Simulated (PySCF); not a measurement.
# Exercise with solution: chemical shift, span and skew from a shielding tensor

C3H5BF2, SMILES C=C(F)B(C)F. Atoms are numbered in the order given.

```xyz
11

C      1.9131     0.4473     0.1129
C      0.6940     0.2195    -0.3846
F      0.4789     0.3644    -1.7042
B     -0.5550    -0.2179     0.4577
C     -1.9687    -0.4381    -0.1574
F     -0.3559    -0.3650     1.7675
H      2.7484     0.7492    -0.5245
H      2.0790     0.3286     1.1847
H     -2.6010    -1.0996     0.4516
H     -2.4700     0.5469    -0.2021
H     -1.9182    -0.8023    -1.1935
```
Charge 0, spin multiplicity 1.

Coordinates come from a PBE0-D3(BJ)/def2-SVP optimisation. This is a generated structure with no PubChem entry under its InChIKey; it may be hypothetical. Other conformers were not sampled.

GIAO shieldings from PBE/pcSseg-1 (PySCF), non-relativistic, no solvent. The symmetric part of the tensor of F6 has the principal values 11.0, 95.8, 450.8 ppm. The same nucleus in CFCl3 has σ = 133.6 ppm at this level (PySCF, at its B3LYP-D3(BJ)/def2-TZVP geometry).

Work out the isotropic shielding, the ¹⁹F shift against CFCl3, the span and the skew.


σ(iso) = (σ11 + σ22 + σ33)/3 = 185.9 ppm. δ = σ(ref) − σ(iso) = 133.6 − (185.9) = -52.3 ppm.
Span Ω = σ33 − σ11 = 439.8 ppm. Skew κ = 3(σ(iso) − σ22)/Ω = 0.61. Tumbling in solution averages the tensor to δ; in a static solid the shielding alone would spread this spin-1/2 line over Ω.
